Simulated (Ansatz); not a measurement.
Born–Oppenheimer molecular dynamics of BCl$_{2}$FH$_{2}$ (6 atoms, charge 0, multiplicity 1). It starts at the highest image of a converged band, a first-order saddle point between two minima.

Level of theory: RKS PBE/def2-SVP (Ansatz 0.2.0).

```
ensemble                      : NVE (velocity Verlet)
time step                     : 0.5 fs
steps asked                   : 200
starting velocities drawn for : 100 K
seed                          : 5433
```

First frame:

```xyz
6
Properties=species:S:1:pos:R:3
B 0.013 -0.222 0.019
H 0.012 0.199 1.281
Cl 1.545 0.166 -0.783
Cl -1.540 0.109 -0.767
F 0.045 -1.765 0.592
H 0.032 -0.889 1.348
```

(1) How far do the bonds stretch over the last three quarters of this one trajectory? (Pairs bonded in most of those frames.)

Answers

(1) 
```json
{"bond": "B1–H2", "mean (Å)": "1.213", "spread (Å)": "0.022", "shortest": "1.18", "longest": "1.25"}
{"bond": "B1–Cl3", "mean (Å)": "1.765", "spread (Å)": "0.029", "shortest": "1.72", "longest": "1.82"}
{"bond": "B1–Cl4", "mean (Å)": "1.767", "spread (Å)": "0.034", "shortest": "1.70", "longest": "1.81"}
{"bond": "F5–H6", "mean (Å)": "0.938", "spread (Å)": "0.014", "shortest": "0.91", "longest": "0.97"}
```

Mean temperature of the second half: 646 K. The conserved energy stayed within 0.054 meV per atom of its start (net change -0.037 meV per atom), so the integration is sound. The kinetic energy rose, since the run started high on the potential surface and went downhill. It ends in pieces (BCl2H + FH), so much of that is their flight and rotation, not heat. A run of 0.1 ps of so small a system gives no equilibrium averages. The orbitals stay closed-shell, which can raise the energy where a bond breaks towards radicals; this wasn't checked here.

The run took 4 min on 1 thread of Intel(R) Xeon(R) Platinum 8488C (Sapphire Rapids) (shared host), peak memory 0.14 GiB.
